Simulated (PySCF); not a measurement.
Bond curve of AsO⁺

Set-up: PySCF, no relativity, basis sets As def2-TZVPPD, O def2-TZVPPD. Energies in eV from As⁺ + O in their ground configurations at the same level. State: ¹Σ⁺ (singlet), closed shell.

All columns are r²SCAN. A positive dipole points towards O; it is taken about the centre of mass and depends on that origin.

```
R (Å)  E (eV)  μ (D)  Mulliken charge on As (basis-dependent)  HOMO (eV)  LUMO (eV)  Mayer bond order  ⟨S²⟩
1.342  -4.101  -2.10                                     1.37     -17.38     -11.04              2.21  0.00
1.404  -5.502  -2.25                                     1.31     -17.40     -11.30              2.29  0.00
1.466  -6.286  -2.38                                     1.27     -17.39     -11.54              2.34  0.00
1.513  -6.576  -2.47                                     1.25     -17.37     -11.72              2.37  0.00
1.560  -6.676  -2.56                                     1.23     -17.34     -11.89              2.39  0.00
1.607  -6.628  -2.63                                     1.22     -17.22     -12.05              2.41  0.00
1.669  -6.398  -2.73                                     1.21     -16.88     -12.24              2.42  0.00
1.747  -5.926  -2.84                                     1.20     -16.50     -12.46              2.43  0.00
1.841  -5.203  -2.94                                     1.20     -16.11     -12.69              2.44  0.00
1.966  -4.129  -3.05                                     1.21     -15.66     -12.95              2.45  0.00
```

A fit through these points gives, at Re = 1.566 Å, μ = -2.57 D and dμ/dR = -1.74 D/Å; the reduced mass is 13.18 u.

Q: How strong is the fundamental in the double-harmonic approximation, I = 42.26·(dμ/dR)²/μred km/mol?

A: I = 42.26·(-1.74)²/13.18 = 9.71 km/mol at r²SCAN.

For an ion De counts to the pair picked by the measured ionisation energies or electron affinities, which need not be the lowest pair at this level.
